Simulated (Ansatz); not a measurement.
Species: BiCl2, charge 0, multiplicity 2. It need not be the lowest isomer of its formula. 
Structure (B3LYP-D3(BJ)/def2-TZVP (Ansatz, a program for electronic structure) minimum search):
```
Bi
Cl 1 2.4566
Cl 1 2.4566 2 99.48
```
Charge 0, spin multiplicity 2.

Parts of the frozen-core correlation energy in def2-TZVPPD (Ansatz, hartree). Frozen orbitals: 19; correlated occupied orbitals by spin: 10 and 9; virtual: 129 and 130. UHF or UKS for open shells. No spin-orbit coupling. Past Kr the def2 sets carry scalar-relativistic core potentials.

| term | value |
|---|---|
| reference (HF) | -1132.67365 |
| MP2 opposite-spin | -0.34794 |
| MP2 same-spin | -0.11856 |
| CCSD correlation | -0.50292 |
| (T) | -0.02353 |
| T1 diagnostic | 0.014 |
| largest doubles amplitude | 0.032 |
| <S^2> of the reference | 0.761 |
